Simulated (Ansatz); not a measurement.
`[F][Ge]([SH])([Cl])[Cl]` + HCl → `[F][Ge]([Cl])([Cl])[Cl]` + H₂S at 700 K and 1 bar (ligand exchange at a Ge–S bond).

Computed with Ansatz on PBE0-D4/def2-TZVP structures; ΔE is electronic, products minus reactants. CCSD(T)/CBS is the MP2 limit (def2-TZVPP, def2-QZVPP) plus CCSD(T) − MP2 in def2-TZVPP, frozen cores. This one scheme is used for every species. For Ge outer-core shells are correlated without core-valence functions, which leaves a few kJ/mol of doubt a bond. Scalar relativity is left out up to krypton. One conformer a species, not always the lowest.

```
                  species  CCSD(T)/CBS energy (Eh)  H − E (kJ/mol)  S (J/(mol·K))
`[F][Ge]([SH])([Cl])[Cl]`              -3493.98744           107.3          470.8
                      HCl               -460.38127            38.4          211.8
`[F][Ge]([Cl])([Cl])[Cl]`              -3555.40119            78.3          434.1
                      H₂S               -398.97279            64.8          236.9
```

H − E and S are ideal-gas, rigid-rotor, harmonic terms from PBE0-D4/def2-TZVP, for one conformer and one mirror image of each species. 1 Eh = 2625.50 kJ/mol, R = 8.31446 J/(mol·K).

By hand: ΔE, ΔH, ΔS and ΔG.

ΔE = (-3555.40119) + (-398.97279) − (-3493.98744) − (-460.38127) = -0.00527 Eh = -13.8 kJ/mol. Δ(H − E) = 78.3 + 64.8 − 107.3 − 38.4 = -2.6, so ΔH = -16.4 kJ/mol. ΔS = 434.1 + 236.9 − 470.8 − 211.8 = -11.6 J/(mol·K). ΔG = -16.4 − 700 × (-11.6)/1000 = -8.3 kJ/mol.

By hand: the equilibrium constant, and the temperature at which ΔG would vanish if ΔH and ΔS stayed fixed.

log₁₀ K = −ΔG/(RT ln 10) = 0.6. ΔG = 0 at ΔH/ΔS = 1414 K, though so small a ΔS makes that figure unsure.

TΔS isn't small against ΔH here. A doubt of 5 kJ/mol in ΔE shifts log₁₀ K by 0.4 here. Other conformers and mirror images would add mixing entropy, several J/(mol·K) or more a flexible species. These are equilibria of isolated gas molecules and say nothing of rates. Largest T1 diagnostic: 0.011 (customary marks: 0.02 for closed shells, 0.045 for open ones).
